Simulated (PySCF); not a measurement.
Stepwise substitution at one centre (Ga Cl-CH3). Isolated molecules, 0 K electronic values unless said otherwise. Strings in code marks are SMILES.

The S1–T1 gap (TDA) from two functionals at the same geometries (B3LYP-D3(BJ)/def2-TZVP), both in PySCF: PBE-D3(BJ)/def2-TZVP and ωB97X-D3(BJ)/def2-TZVP. Excitations are Tamm–Dancoff values on a coarser integration grid. The basis has no diffuse functions, so Rydberg states are missing or too high.

| species | ωB97X-D3(BJ)/def2-TZVP (eV) |
|---|---|
| 0 of 3 Cl replaced by CH3 (`[Cl][Ga]([Cl])[Cl]`) | 0.42 |
| 1 of 3 Cl replaced by CH3 | 0.28 |
| 2 of 3 Cl replaced by CH3 | 0.25 |
| 3 of 3 Cl replaced by CH3 (`[CH3][Ga]([CH3])[CH3]`) | 0.28 |

Problem. What does PBE-D3(BJ)/def2-TZVP give for each?

Solution. 
- 0 of 3 Cl replaced by CH3 (`[Cl][Ga]([Cl])[Cl]`): 0.32
- 1 of 3 Cl replaced by CH3: 0.19
- 2 of 3 Cl replaced by CH3: 0.19
- 3 of 3 Cl replaced by CH3 (`[CH3][Ga]([CH3])[CH3]`): 0.29
Over these rows, drawn at random from the members with no instability flagged (it was tested for open shells, ions and some series alone), PBE minus ωB97X-D3(BJ): mean -0.06 eV, from -0.10 eV to +0.01 eV.
